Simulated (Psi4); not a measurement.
CHO2 (SMILES O=C[O-]), charge -1, singlet, geometry from GFN2-xTB (a gas-phase anion, which may not be bound at this level). Base run: TPSS/STO-3G (Psi4).

The Psi4 input:
```
memory 2 GB

molecule {
-1 1
  O    -1.03999170   -0.46775065   -0.00405004
  C    -0.07158051    0.29026371    0.00151333
  O     1.13823216    0.06937908    0.00197307
  H    -0.35644062    1.44539027    0.00753576
}

set basis sto-3g

energy('tpss')
print_variables()
```

The base run was repeated with changes; each row names its change, and settings that it needs were set with it.

```
change                                            ΔE vs base (eV)  point group used  SCF cycles
------------------------------------------------  ---------------  ----------------  ----------
base                                                         0.00                c1           7
jitter_ang = 0.002                                           0.02                c1           8
molecule keys = symmetry c1, no_reorient, no_com             0.00                c1           7
molecule keys = symmetry c1                                  0.00                c1           7
molecule keys = no_reorient                                  0.00                c1           7
```

A gas-phase anion may not be bound at this level; its values then depend on the basis.
